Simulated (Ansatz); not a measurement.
HFGe, SMILES `[F][GeH]` (lower singlet) (charge 0, multiplicity 1). This singlet lies 1.87 eV below the relaxed triplet at the level composite: frozen-core CCSD(T) with HF/cc-pV5Z and the correlation energy extrapolated as X^-3 from cc-pVQZ and cc-pV5Z, plus CCSDT(Q) minus CCSD(T) in cc-pVDZ // PBE0-D3(BJ)/def2-TZVP (Ansatz, an electronic-structure program).

Z-matrix (Å, degrees):
```
Ge
F 1 1.7565
H 1 1.6100 2 94.20
```
Charge 0, multiplicity 1.

Frozen-core energies in cc-pVTZ from Ansatz at a geometry from PBE0-D3(BJ)/def2-TZVP; the HF reference has <S^2> = 0.00 (restricted, and unstable towards unrestricted orbitals) and the T1 diagnostic is 0.014.

```csv
level,energy (Ha)
HF,-2175.47008
MP2,-2175.89471
CCSD,-2175.90667
```

Question: Estimate the energies of CCSD(T), CCSDT and CCSDT(Q), and give each level's difference from CCSDT(Q).

Answer: 
```json
[
 {"level": "MP2", "energy (Ha)": "-2175.89471", "difference from CCSDT(Q) (mHa)": "28.13"},
 {"level": "CCSD", "energy (Ha)": "-2175.90667", "difference from CCSDT(Q) (mHa)": "16.17"},
 {"level": "CCSD(T)", "energy (Ha)": "-2175.92234", "difference from CCSDT(Q) (mHa)": "0.49"},
 {"level": "CCSDT", "energy (Ha)": "-2175.92254", "difference from CCSDT(Q) (mHa)": "0.30"},
 {"level": "CCSDT(Q)", "energy (Ha)": "-2175.92283", "difference from CCSDT(Q) (mHa)": "0.00"}
]
```
